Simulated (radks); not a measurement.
Q: The table gives one normalised radial function P(r) = r R(r) (large component) of Hf18+ in [Kr] 4d10 4f8 (r in bohr). All-electron calculation, Dirac Kohn-Sham, PBEsol, spin-unpolarised, spherical densities, finite nucleus; open shells are shared between the two j in proportion to 2j + 1; Fermi nuclear charge, rms radius 5.347 fm. Program: a radial shooting solver on a logarithmic mesh with Libxc functionals.

r           P
0.00229    0.0003
0.003417   0.0007
0.005097   0.0019
0.007604   0.0050
0.01125    0.0134
0.01679    0.0358
0.02504    0.0916
0.03736    0.2166
0.05529    0.4453
0.08249    0.7620
0.1231     0.9298
0.1836     0.5002
0.2717    -0.6007
0.4053    -1.5244
0.6046    -1.3004
0.902     -0.4879
1.335     -0.0689
1.991     -0.0021
2.971     0.0000

Which n and l does it have? It may be an empty orbital.

A: n = 4, l = 2: the number of nodes gives n - l - 1 = 1, the rise at small r points to l (for j = l - 1/2 the large component starts outside the nucleus as r^gamma with gamma = sqrt(l^2 - (Z/c)^2) = 1.93 and the r^(l+1) term takes over further out; the orbital of l - 1 with the same j starts with the same power, but with a larger coefficient, and does not steepen), and the extent must fit the shell. The curve is that of 4d3/2; the two j differ most near the nucleus, where j = l - 1/2 has the larger amplitude, and in heavy atoms j = l - 1/2 is also the more compact. 4d3/2: eigenvalue -640.05 eV, 1 radial node at r = 0.224 bohr, <r> = 0.502 bohr, 90 % of the charge inside 0.744 bohr.
